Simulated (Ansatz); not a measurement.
The cluster Ca4O3. Total charge 0; singlet. Geometry r2SCAN-D4/def2-SVP; atoms count from 1.

```xyz
7

Ca   -0.515    2.940    0.032
Ca    0.834   -3.705   -0.117
Ca   -1.163   -0.080    0.283
Ca    1.941   -0.427   -0.418
O     0.310   -1.736   -0.023
O    -2.088    1.799    0.416
O     0.680    1.209   -0.175
```

The restricted singlet is unstable towards broken spin symmetry in Hartree–Fock (as tested in another run); at PBE0-D4/def2-TZVP this wasn't settled. Another isomer (singlet) lies 1.12 eV lower at PBE0-D4/def2-TZVP; other spin states weren't run for this one.

Estimate the Mulliken populations from the PBE0/def2-TZVP orbitals of Ansatz.


| atom | charge (e) |
| --- | --- |
| Ca1 | 1.11 |
| Ca2 | 0.32 |
| Ca3 | 1.19 |
| Ca4 | 0.83 |
| O5 | -1.20 |
| O6 | -1.05 |
| O7 | -1.21 |
Mulliken values and Mayer orders depend strongly on the basis.

And the Mayer bond orders between bonded heavy atoms (over 0.3)?

Ca1–O6 0.96 (1.98 Å); Ca1–O7 0.53 (2.11 Å); Ca2–Ca4 0.80 (3.47 Å); Ca2–O5 0.58 (2.04 Å); Ca3–O5 0.31 (2.24 Å); Ca3–O6 0.66 (2.10 Å); Ca4–O5 0.44 (2.13 Å); Ca4–O7 0.56 (2.08 Å).
